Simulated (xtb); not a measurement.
C2H8ClNSi, singlet, from a rough starting geometry; GFN2-xTB (xtb).

Input for xtb:
```
$ xtb mol.xyz --gfn 2 --opt vtight --json

# file mol.xyz
13

C      1.95336046    -0.10567404     0.66125816
N      0.49726204    -0.22536724     0.69667951
C     -0.19558723     0.33858568    -0.48462843
Si    -1.96450397     0.21041443    -0.41108246
Cl    -2.54688358    -1.76025015    -0.30759602
H      2.41119357    -0.45212172     1.59065249
H      2.23403494     0.98204064     0.64322668
H      2.36054268    -0.58286888    -0.18523048
H      0.28357748    -1.22574972     0.77920765
H      0.08900900     1.36090248    -0.58348765
H      0.21365705    -0.20363526    -1.37483977
H     -2.63938247     0.94848179     0.71131745
H     -2.57183382     0.71499062    -1.72939975
```

It wrote (shortened):

```
   ID    Z sym.   atoms
    1    6 C      1, 3
    2    7 N      2
    3   14 Si     4
    4   17 Cl     5
    5    1 H      6-13

           -------------------------------------------------
          |                Calculation Setup                |
           -------------------------------------------------

           -------------------------------------------------
          |                 G F N 2 - x T B                 |
           -------------------------------------------------

          ...................................................
          :                      SETUP                      :
          :.................................................:
          :  # basis functions                  40          :
          :  # atomic orbitals                  38          :
          :  # shells                           20          :
          :  # electrons                        32          :
          :  max. iterations                   250          :
          :  Hamiltonian                  GFN2-xTB          :
          :  restarted?                      false          :
          :  GBSA solvation                  false          :
          :  PC potential                    false          :
          :  electronic temp.          300.0000000     K    :
          :  accuracy                    1.0000000          :
          :  -> integral cutoff          0.2500000E+02      :
          :  -> integral neglect         0.1000000E-07      :
          :  -> SCF convergence          0.1000000E-05 Eh   :
          :  -> wf. convergence          0.1000000E-03 e    :
          :  Broyden damping             0.4000000          :
          :  net charge                          0          :
          :  unpaired electrons                  0          :
          ...................................................

 iter      E             dE          RMSdq      gap      omega  full diag
   1    -17.6319938 -0.176320E+02  0.580E+00    5.10       0.0  T
   2    -17.7328315 -0.100838E+00  0.235E+00    4.01       1.0  T
   3    -17.7373710 -0.453955E-02  0.229E+00    4.88       1.0  T
   4    -17.7417833 -0.441228E-02  0.107E+00    4.56       1.0  T
   5    -17.7406020  0.118130E-02  0.761E-01    4.57       1.0  T
   6    -17.7419436 -0.134163E-02  0.186E-01    4.40       1.0  T
   7    -17.7419864 -0.427706E-04  0.859E-02    4.38       1.0  T
   8    -17.7419970 -0.105802E-04  0.422E-02    4.38       1.0  T
   9    -17.7419999 -0.286971E-05  0.299E-02    4.37       1.0  T
  10    -17.7420047 -0.485696E-05  0.105E-02    4.37       2.6  T
  11    -17.7420050 -0.243140E-06  0.549E-03    4.37       5.1  T
  12    -17.7420050 -0.811054E-07  0.273E-03    4.37      10.1  T
  13    -17.7420051 -0.209097E-07  0.188E-03    4.37      14.7  T
  14    -17.7420051 -0.912342E-08  0.104E-03    4.37      26.7  T
  15    -17.7420051 -0.718514E-08  0.223E-04    4.37     124.4  T
  16    -17.7420051 -0.490807E-10  0.966E-05    4.37     287.0  T

   *** convergence criteria satisfied after 16 iterations ***

         :::::::::::::::::::::::::::::::::::::::::::::::::::::
         ::                     SUMMARY                     ::
         :::::::::::::::::::::::::::::::::::::::::::::::::::::
         :: total energy             -17.575556006583 Eh    ::
         :: gradient norm              0.136679819172 Eh/a0 ::
         :: HOMO-LUMO gap              4.369928589397 eV    ::
         ::.................................................::
         :: SCC energy               -17.741995428805 Eh    ::
         :: -> isotropic ES            0.028969381165 Eh    ::
         :: -> anisotropic ES          0.003294526198 Eh    ::
         :: -> anisotropic XC          0.009597718148 Eh    ::
         :: -> dispersion             -0.008204438845 Eh    ::
         :: repulsion energy           0.166439422222 Eh    ::
         :: add. restraining           0.000000000000 Eh    ::
         :: total charge               0.000000000000 e     ::
         :::::::::::::::::::::::::::::::::::::::::::::::::::::

      -----------------------------------------------------------
     |                   =====================                   |
     |                        A N C O P T                        |
     |                   =====================                   |
     |               Approximate Normal Coordinate               |
     |                Rational Function Optimizer                |
      -----------------------------------------------------------
      -----------------------------------------------------------
     |                   =====================                   |
     |                        A N C O P T                        |
     |                   =====================                   |
     |               Approximate Normal Coordinate               |
     |                Rational Function Optimizer                |
      -----------------------------------------------------------

          ...................................................
          :                      SETUP                      :
          :.................................................:
          :   optimization level         verytight          :
          :   max. optcycles                   260          :
          :   ANC micro-cycles                  20          :
          :   degrees of freedom                33          :
          :.................................................:
          :   RF solver                   davidson          :
          :   write xtbopt.log                true          :
          :   linear?                        false          :
          :   energy convergence         0.1000000E-06 Eh   :
          :   grad. convergence          0.2000000E-03 Eh/α :
          :   maxmium RF displ.          1.0000000          :
          :   Hlow (freq-cutoff)         0.1000000E-01      :
          :   Hmax (freq-cutoff)         5.0000000          :
[...]
 * total energy  :   -17.5909911 Eh     change       -0.1852422E-02 Eh
 * total energy  :   -17.5912224 Eh     change       -0.2313590E-03 Eh
 * total energy  :   -17.5912859 Eh     change       -0.6343231E-04 Eh
 * total energy  :   -17.5913081 Eh     change       -0.2225041E-04 Eh
 * total energy  :   -17.5913186 Eh     change       -0.1046498E-04 Eh
 * total energy  :   -17.5913210 Eh     change       -0.2451209E-05 Eh
 * total energy  :   -17.5913222 Eh     change       -0.1185140E-05 Eh
 * total energy  :   -17.5913230 Eh     change       -0.8247873E-06 Eh
 * total energy  :   -17.5913239 Eh     change       -0.8499512E-06 Eh
 * total energy  :   -17.5913244 Eh     change       -0.5445859E-06 Eh
 * total energy  :   -17.5913247 Eh     change       -0.2509879E-06 Eh
 * total energy  :   -17.5913248 Eh     change       -0.8771138E-07 Eh
   *** GEOMETRY OPTIMIZATION CONVERGED AFTER 14 ITERATIONS ***
         :: total energy             -17.591324781955 Eh    ::
[...]
         :: -> anisotropic XC          0.009680850063 Eh    ::
         :: -> dispersion             -0.008227577235 Eh    ::
         :: repulsion energy           0.158459481163 Eh    ::
         :: add. restraining           0.000000000000 Eh    ::
         :: total charge              -0.000000000000 e     ::
         :::::::::::::::::::::::::::::::::::::::::::::::::::::

           -------------------------------------------------
          |                Property Printout                |
           -------------------------------------------------

    * Orbital Energies and Occupations

         #    Occupation            Energy/Eh            Energy/eV
      -------------------------------------------------------------
         1        2.0000           -1.0560811             -28.7374
       ...           ...                  ...                  ...
         4        2.0000           -0.5950179             -16.1913
         5        2.0000           -0.5657202             -15.3940
         6        2.0000           -0.5250756             -14.2880
         7        2.0000           -0.5083268             -13.8323
         8        2.0000           -0.4971630             -13.5285
         9        2.0000           -0.4743121             -12.9067
        10        2.0000           -0.4586993             -12.4818
        11        2.0000           -0.4556617             -12.3992
        12        2.0000           -0.4505283             -12.2595
        13        2.0000           -0.4420118             -12.0278
        14        2.0000           -0.4271081             -11.6222
        15        2.0000           -0.4097119             -11.1488
        16        2.0000           -0.3576953              -9.7334 (HOMO)
        17                         -0.1951683              -5.3108 (LUMO)
        18                         -0.1829214              -4.9775
        19                         -0.1678638              -4.5678
        20                         -0.0720153              -1.9596
        21                         -0.0539651              -1.4685
        22                         -0.0086613              -0.2357
        23                          0.0229870               0.6255
        24                          0.0231861               0.6309
        25                          0.0349334               0.9506
        26                          0.0368954               1.0040
        27                          0.0832177               2.2645
       ...                                ...                  ...
        38                          0.7604600              20.6932
      -------------------------------------------------------------
                  HL-Gap            0.1625271 Eh            4.4226 eV
             Fermi-level           -0.2764318 Eh           -7.5221 eV

     #   Z          covCN         q      C6AA      α(0)
     1   6 C        3.692    -0.020    21.113     6.575
     2   7 N        2.695    -0.263    26.805     7.689
     3   6 C        3.640    -0.077    22.351     6.799
     4  14 Si       3.537     0.490    99.616    19.244
     5  17 Cl       0.804    -0.243   106.734    15.804
     6   1 H        0.925     0.037     2.492     2.469
     7   1 H        0.924     0.036     2.501     2.473
     8   1 H        0.923     0.009     2.900     2.663
     9   1 H        0.860     0.133     1.522     1.933
    10   1 H        0.924     0.019     2.746     2.592
    11   1 H        0.922     0.001     3.042     2.728
    12   1 H        0.920    -0.055     4.211     3.209
    13   1 H        0.919    -0.069     4.579     3.347

 Mol. C6AA /au·bohr⁶  :       2324.248514
 Mol. C8AA /au·bohr⁸  :      73504.848723
 Mol. α(0) /au        :         77.524530

Wiberg/Mayer (AO) data.
largest (>0.10) Wiberg bond orders for each atom

 ---------------------------------------------------------------------------
     #   Z sym  total        # sym  WBO       # sym  WBO       # sym  WBO
 ---------------------------------------------------------------------------
     1   6 C    3.988 --     2 N    1.024     6 H    0.984     7 H    0.983
                             8 H    0.975
     2   7 N    3.072 --     3 C    1.030     1 C    1.024     9 H    0.961
     3   6 C    3.972 --     2 N    1.030    10 H    0.983    11 H    0.969
                             4 Si   0.875
     4  14 Si   3.802 --     5 Cl   1.113    12 H    0.891    13 H    0.887
                             3 C    0.875
     5  17 Cl   1.220 --     4 Si   1.113
     6   1 H    0.998 --     1 C    0.984
     7   1 H    0.999 --     1 C    0.983
     8   1 H    1.000 --     1 C    0.975
     9   1 H    0.982 --     2 N    0.961
    10   1 H    1.000 --     3 C    0.983
    11   1 H    1.000 --     3 C    0.969
    12   1 H    0.997 --     4 Si   0.891
    13   1 H    0.995 --     4 Si   0.887
 ---------------------------------------------------------------------------

Topologies differ in total number of bonds
Writing topology from bond orders to xtbtopo.mol

molecular dipole:
                 x           y           z       tot (Debye)
 q only:        0.003       0.631      -0.089
   full:        0.376       0.448      -0.287       1.656
molecular quadrupole (traceless):
                xx          xy          yy          xz          yz          zz
 q only:        0.971      -5.326      -1.751       0.807      -1.164       0.779
  q+dip:       -0.617      -5.904      -1.187      -0.252      -1.117       1.805
   full:        0.487      -5.503      -1.275       0.018      -1.548       0.788

optimized geometry written to: xtbopt.xyz

           -------------------------------------------------
          | TOTAL ENERGY              -17.591324781955 Eh   |
          | GRADIENT NORM               0.000037022531 Eh/α |
          | HOMO-LUMO GAP               4.422586177809 eV   |
           -------------------------------------------------

normal termination of xtb
```
